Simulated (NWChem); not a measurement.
# SOF, doublet; SMILES O=[S]F

```xyz
3

O     -0.5616     1.1950     0.0000
S      0.4523     0.1276     0.0000
F     -0.3097    -1.3141     0.0000
```
Atoms are numbered in this order, from 1.

Results from NWChem. Geometry optimised at PBE0/def2-SVP; all other runs use it. Spin-unrestricted. In the optimisation the excess spin sits in a" (Cs, its own frame). Vzz has the sign of the potential's second derivative.

```csv
quantity,level,value
A(iso) 17O atom 1 (MHz),PBE0/IGLO-II,-26.3
Vzz S2 (a.u.),PBE/def2-TZVP,2.490
solvation free energy (kcal/mol) in acetonitrile,"B3LYP/def2-SVP, SMD",-2.6
"lowest empty minus highest occupied level, either spin (eV)",B97-2/def2-TZVP,3.47
dipole (D),PBE0/def2-SVP,1.86
highest harmonic frequency (cm⁻¹),PBE0/def2-SVP,1231
```
